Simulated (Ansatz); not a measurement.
`C/C=[N]\[GeH3]`. Charge 0, multiplicity 1. Geometry: relaxed with PBE0-D4/def2-TZVP.

```xyz
11

C    -0.794    1.268    0.229
C     0.268    0.591    1.035
N     0.903   -0.472    0.800
Ge    0.624   -1.500   -0.728
H    -1.709    1.357    0.823
H    -0.480    2.288   -0.015
H    -1.025    0.740   -0.697
H     0.515    1.119    1.970
H     0.961   -0.699   -2.003
H    -0.834   -1.994   -0.810
H     1.571   -2.698   -0.604
```

Q: What is the dipole moment at r2SCAN/def2-TZVPP? (Estimate.)

A: The calculation gave: 2.12 D, with components (-1.45, 1.45, -0.53) D in this frame, pointing from negative to positive charge.

Q: And with PBE, B3LYP, ωB97M-V? (Estimate.)

A: Computed: PBE 2.04 D, B3LYP 2.10 D, ωB97M-V 2.11 D.

Q: Give the Mulliken charges with r2SCAN, ωB97M-V, PBE in def2-TZVPP. (Estimate.)

A: Computed: 
```json
{"atom": "C1", "r2SCAN": "-0.08", "ωB97M-V": "-0.25", "PBE": "-0.17"}
{"atom": "C2", "r2SCAN": "0.07", "ωB97M-V": "0.00", "PBE": "-0.04"}
{"atom": "N3", "r2SCAN": "-0.35", "ωB97M-V": "-0.33", "PBE": "-0.23"}
{"atom": "Ge4", "r2SCAN": "0.22", "ωB97M-V": "0.14", "PBE": "0.17"}
{"atom": "H5", "r2SCAN": "0.06", "ωB97M-V": "0.11", "PBE": "0.09"}
{"atom": "H6", "r2SCAN": "0.06", "ωB97M-V": "0.11", "PBE": "0.09"}
{"atom": "H7", "r2SCAN": "0.05", "ωB97M-V": "0.09", "PBE": "0.07"}
{"atom": "H8", "r2SCAN": "0.04", "ωB97M-V": "0.10", "PBE": "0.07"}
{"atom": "H9", "r2SCAN": "-0.02", "ωB97M-V": "0.00", "PBE": "-0.02"}
{"atom": "H10", "r2SCAN": "-0.03", "ωB97M-V": "0.00", "PBE": "-0.02"}
{"atom": "H11", "r2SCAN": "-0.01", "ωB97M-V": "0.01", "PBE": "-0.01"}
```

B3LYP here is the variant with VWN-RPA as its local correlation; programs differ in this.
